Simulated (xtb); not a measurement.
ZrO2, SMILES [O]=[Zr]=[O], multiplicity 1. All values are semi-empirical tight-binding results from xtb (GFN2-xTB unless named), good for trends rather than for accurate numbers. Geometry optimised at GFN2-xTB. The multiplicity is an assumed one; other spin states were not compared. The isomer is the one that the SMILES or the coordinates give; other isomers of the formula were not compared.

Optimised geometry:

Bond lengths (Å): Zr1–O2 1.779, Zr1–O3 1.779. Angles (°): O2–Zr1–O3 106.4.
Charge 0, spin multiplicity 1.

For metal compounds this method's bond lengths and energies can be far off.

point group as xtb finds it: C2v
orbital gap: 2.07 eV
zero-point energy: 2.5 kcal/mol
G − E(el) at 298.15 K (modified RRHO): -14.0 kcal/mol

Computed atomic charges and the Wiberg bond orders between heavy atoms:
charges (e) Zr1 0.99, O2 -0.49, O3 -0.49. Bond orders Zr1–O2 2.16, Zr1–O3 2.16.
